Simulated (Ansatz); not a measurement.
Relaxation of K₂S₂⁻ with UKS r2SCAN-D4/def2-TZVPD.

```sh
$ ansatz run in.yaml --threads 4 --pin off --events-out ev --progress --plain --max-ram 3916MiB
```

```yaml
crystal:
  periodic: [false, false, false]
  atoms:
    - {symbol: K, position_ang: [-0.123660, -1.687000, -0.000270]}
    - {symbol: K, position_ang: [0.125590, 1.686980, 0.000870]}
    - {symbol: S, position_ang: [2.193680, -0.163480, 0.174730]}
    - {symbol: S, position_ang: [-2.195610, 0.163510, -0.175330]}
basis:
  gaussian: {orbitals: def2-TZVPD}
total_charge: -1
magnetization: {spin_polarized: true, initial_magnetization: 1}
hamiltonian: {xc: r2scan, dispersion: d4}
scf: {lower_state_search: "off"}
output: {orbitals: {seedname: orbitals}}
relax: {f_tol: 0.02, max_steps: 100}
```

Run time 70 s (4 threads of Arm Neoverse V1 on a shared host).

Positions (Å) and forces (eV/Å) at steps 1, 2, 3 of 3:

```xyz
4
step=1 energy=-54320.1606 eV
K    -0.124   -1.687    0.000   -0.095   -1.083   -0.001
K     0.126    1.687    0.001    0.076    1.093    0.000
S     2.194   -0.163    0.175    0.918   -0.069    0.073
S    -2.196    0.164   -0.175   -0.900    0.059   -0.072
4
step=2 energy=-54320.4212 eV
K    -0.139   -1.880    0.000   -0.007   -0.076    0.000
K     0.139    1.881    0.001    0.006    0.070    0.000
S     2.254   -0.168    0.180   -0.016    0.005   -0.001
S    -2.254    0.167   -0.180    0.016    0.001    0.001
4
step=3 energy=-54320.4256 eV
K    -0.143   -1.929    0.000    0.000    0.007    0.000
K     0.143    1.929    0.001    0.000   -0.009    0.000
S     2.217   -0.165    0.177   -0.018    0.003   -0.001
S    -2.217    0.164   -0.177    0.018    0.000    0.001
```

The highest occupied level of the charge -1 doublet lies above zero (up to 0.15 eV). The electron is either unbound and held by the finite basis, or the level is raised by self-interaction error. Another isomer (doublet) lies 0.65 eV lower at PBE0-D4/def2-TZVPD; other spin states weren't run for this one.
